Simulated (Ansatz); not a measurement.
Two members of one family (Same ligands, another metal), computed with Ansatz in the gas phase; def2 core potentials for Ag, no spin–orbit coupling. Binding counts from free atoms in the multiplicity of their measured ground term, without zero-point energy. Names give formal oxidation states. A dash marks a value that wasn't run or was left out as unsound. The structures are stationary points that may keep the symmetry of their start. Remarks come from the PBE and PBE0 runs and from stability tests at other levels; not every state was tested. A HOMO above zero means that the electron is unbound at that level and held by the basis, or that self-interaction error raises the level; the energy of removing that electron tells which.

First: Ag(CO)H (singlet, charge 0, PBE0-D4/def2-TZVP geometry).

```xyz
4

Ag    0.1122    0.1761    0.8729
C    -0.1457   -0.2264   -1.1236
O    -0.2833   -0.4470   -2.2136
H     0.3168    0.4973    2.4643
```

```json
{"level": "PBE-D4/def2-TZVP", "HOMO (eV)": "-5.85", "LUMO (eV)": "-3.28", "gap (eV)": "2.57", "vertical EA (eV)": "–", "binding per atom (eV)": "3.78"}
{"level": "PBE-D4/def2-TZVPD", "HOMO (eV)": "-5.87", "LUMO (eV)": "-3.30", "gap (eV)": "2.57", "vertical EA (eV)": "0.24", "binding per atom (eV)": "3.78"}
{"level": "revPBE-D4/def2-TZVP", "HOMO (eV)": "-5.77", "LUMO (eV)": "-3.18", "gap (eV)": "2.59", "vertical EA (eV)": "–", "binding per atom (eV)": "3.63"}
{"level": "r2SCAN-D4/def2-TZVPD", "HOMO (eV)": "-6.04", "LUMO (eV)": "-3.12", "gap (eV)": "2.92", "vertical EA (eV)": "0.27", "binding per atom (eV)": "3.64"}
{"level": "B3LYP-D4/def2-TZVP", "HOMO (eV)": "-6.68", "LUMO (eV)": "-2.55", "gap (eV)": "4.13", "vertical EA (eV)": "–", "binding per atom (eV)": "3.56"}
```

Metal–donor distances: 1 × C 2.05 Å, 1 × H 1.64 Å. Remarks: HOMO above zero (-1 doublet).

Second: Cu(CO)H (singlet, charge 0, PBE0-D4/def2-TZVP geometry).

```xyz
4

Cu    0.5788   -0.4185    0.4071
C    -0.7202    0.5231   -0.5022
O    -1.5113    1.0959   -1.0587
H     1.6528   -1.2005    1.1539
```

**Question.** What does the change do? Estimate second minus first.

**Answer.** 
```tsv
level	Δ HOMO (eV)	Δ LUMO (eV)	Δ gap (eV)	Δ vertical EA (eV)	Δ binding per atom (eV)
PBE-D4/def2-TZVP	-0.13	0.04	0.17	–	0.21
PBE-D4/def2-TZVPD	-0.13	-0.01	0.12	0.05	0.21
revPBE-D4/def2-TZVP	-0.14	0.04	0.18	–	0.21
r2SCAN-D4/def2-TZVPD	-0.10	-0.02	0.08	0.06	0.22
B3LYP-D4/def2-TZVP	-0.16	0.01	0.17	–	0.17
```

Metal–donor distances: 1 × C 1.84 Å, 1 × H 1.52 Å. Remarks: HOMO above zero (-1 doublet).
